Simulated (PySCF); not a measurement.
## Te: excitation energy

Te [Kr] 4d10 5s2 5p4 (3P) → Te [Kr] 4d10 5s1 5p4 6s1 (5P), as a difference of total energies. Calculation: PySCF 2.14, in aug-cc-pwCVTZ-PP with ECP28MDF (8s7p6d4f1g, 96 functions); scalar relativity through the core potential. Correlated levels: valence: 4s2 4p6 4d10 frozen; valence and next inner shell: nothing frozen outside the core potential. The calculations carry no spin-orbit coupling.

```
                                method  excitation energy (eV)
                                   UHF                  13.943
                                   LDA                  15.210
                                   PBE                  14.902
                                  PBE0                  14.912
                                r2SCAN                  14.884
                               wB97X-V                  15.391
                                 B3LYP                  15.138
                                  BLYP                  15.107
                                M06-2X                  14.476
                         MP2 (valence)                  14.125
                     SCS-MP2 (valence)                  14.282
    MP2 (valence and next inner shell)                  14.634
SCS-MP2 (valence and next inner shell)                  14.673
```

**Question.** How much does correlation contribute at MP2 (valence and next inner shell)?

**Answer.** 14.634 − (13.943) = 0.691 eV, measured against UHF.

The upper state lies above the first ionisation limit, where it may autoionise and the basis confines it. A Rydberg-like electron needs more diffuse functions than a valence basis has.

The promoted electron is Rydberg-like, and one or two diffuse shells describe it only roughly, which tends to raise the upper state.
